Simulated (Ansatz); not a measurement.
Reaction (redistribution): `CB1C[SiH2]1` + `FCN[SiH3]` → `B1C[SiH2]1` + `CN([SiH3])CF`

Computed with Ansatz on PBE0-D4/def2-TZVP structures; ΔE is electronic, products minus reactants. CCSD(T)/CBS is the MP2 limit (def2-TZVPP, def2-QZVPP) plus CCSD(T) − MP2 in def2-TZVPP, frozen cores. Functionals use def2-TZVPP. B3LYP here is the variant with VWN-RPA as its local correlation; programs differ in this. Each species was taken in one conformer, which may not be the lowest.

```csv
level,ΔE (kJ/mol),difference from CCSD(T)/CBS
PBE-D4,79.0,2.7
r2SCAN-D4,82.0,5.7
PBE0-D4,81.0,4.7
B3LYP-D4,76.7,0.4
ωB97M-V,77.9,1.6
B2PLYP,78.4,2.1
PBE,81.3,5.0
B3LYP,80.4,4.1
HF/def2-TZVPP,80.8,4.5
MP2/def2-TZVPP,76.7,0.4
CCSD/def2-TZVPP,76.4,0.1
MP2/def2-QZVPP,77.7,1.4
SCS-MP2/def2-QZVPP,75.1,-1.2
HF/CBS(def2),80.6,4.3
MP2/CBS(def2),78.5,2.2
CCSD/CBS(def2),78.2,1.9
CCSD(T)/CBS,76.3,0
```

Largest T1 diagnostic among the species: 0.014.

In def2-TZVPP, CCSD(T) changes the Hartree–Fock value by −6.4 kJ/mol (the triples alone add −1.9 kJ/mol) and MP2 by −4.2 kJ/mol. The D4 term adds −3.7 kJ/mol with B3LYP and −1.9 kJ/mol with PBE0; it sums over pairs of atoms, weighted by their polarisabilities, and B3LYP, whose exchange is more repulsive, gets the larger term.
